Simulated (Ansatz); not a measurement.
Born–Oppenheimer molecular dynamics of CH$_{5}$AlCl$_{2}$O (10 atoms, charge 0, multiplicity 1). It starts from a rough guess of a transition structure, not a stationary point.

Computed with UHF/STO-3G in Ansatz.

* ensemble: NVE (velocity Verlet)
* time step: 0.5 fs
* steps asked: 150
* starting velocities drawn for: 1000 K
* seed: 162981

First frame:

```xyz
10
Properties=species:S:1:pos:R:3
Al -0.987 0.725 -0.215
C 1.191 0.017 -0.221
Cl -1.815 0.297 -2.015
Cl -1.242 2.364 0.940
H 0.129 -0.582 0.467
O -0.905 -1.018 1.088
H 1.485 0.969 -0.681
H 1.867 -0.090 0.627
H 1.435 -0.751 -0.955
H -1.157 -1.931 0.964
```

(1) How far do the bonds stretch over the last three quarters of this one trajectory? (Pairs bonded in most of those frames.)

## Answers

(1) 
```tsv
bond	mean (Å)	spread (Å)	shortest	longest
Al1–C2	1.931	0.221	1.63	2.28
Al1–Cl3	2.126	0.062	2.04	2.23
Al1–Cl4	2.145	0.076	2.01	2.27
C2–H7	1.092	0.030	1.02	1.14
C2–H8	1.093	0.047	1.01	1.18
C2–H9	1.091	0.040	1.02	1.16
H5–O6	1.004	0.068	0.87	1.15
O6–H10	1.014	0.085	0.87	1.14
```

Pairs bonded in part of these frames only: Al1–O6 59 %.

Mean temperature of the second half: 2557 K. The conserved energy stayed within 3 meV per atom of its start (net change 0.24 meV per atom), so there is no drift, though single steps change it by up to 28 meV in the whole system, a sign of fast motions only just resolved. The kinetic energy rose, since the run started high on the potential surface and went downhill. It ends in pieces (CH3AlCl2 + H2O), so much of that is their flight and rotation, not heat. A run of 0.075 ps of so small a system gives no equilibrium averages. The orbitals were unrestricted but ended closed-shell. Limits of this set-up: minimal basis.

Run time: 2.2 min on 1 thread of Arm Neoverse V2, with other jobs on the host, peak memory 0.11 GiB.
